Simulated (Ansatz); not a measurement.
fac-CoF3(H2O)3 (CoO3F3H6), relaxed as a singlet with RKS r2SCAN-D4/def2-SVP in Ansatz, starting from the GFN2-xTB geometry. Force threshold 0.02 eV/Å.

The restricted singlet is unstable towards broken spin symmetry in Hartree–Fock (as tested in another run); at r2SCAN-D4/def2-SVP this wasn't settled.

Start:

Cartesian coordinates in Å:
```
Co 0.2545 0.2750 0.0608
F 1.7441 0.2601 -0.8767
F -0.2325 1.9445 -0.2103
F 0.9382 0.4392 1.6744
O -1.5177 0.2088 1.1093
O 0.7325 -1.7083 0.3509
O -0.6012 0.0053 -1.7933
H -1.8889 1.0873 0.9477
H -1.2168 0.2234 2.0286
H 1.0538 -1.7147 1.2633
H 1.5214 -1.8146 -0.1990
H 0.1705 -0.0898 -2.3694
H -0.9580 0.8838 -1.9864
```

```csv
step,energy (eV),largest force component (eV/Å),SCF passes
1,-51997.1922,0.968,20
2,-51997.4477,0.759,21
3,-51997.5626,0.572,28
4,-51997.5975,0.156,22
5,-51997.6011,0.059,24
6,-51997.6015,0.004,24
```

Force components are those of the run's own axes.

End:

```xyz
13

Co    0.1369    0.1475    0.0328
F     1.6775    0.1506   -0.9209
F    -0.3434    1.8730   -0.2407
F     0.8529    0.3345    1.6867
O    -1.5266    0.1549    1.0716
O     0.6688   -1.7160    0.3320
O    -0.6312   -0.0445   -1.7611
H    -1.6926    1.0965    0.8359
H    -1.0227    0.2362    1.9137
H     1.0080   -1.4958    1.2298
H     1.4696   -1.5973   -0.2287
H     0.2662   -0.0518   -2.1664
H    -0.8634    0.9122   -1.7847
```

By distances, no bond broke or formed. The bond that changes most is Co1–O6, from 2.06 to 1.96 Å (atoms count from 1).

No frequencies were taken in this run, so the end may be a saddle point.

Hardware: 4 threads of Arm Neoverse V1 on a shared host. Wall time 18 s.
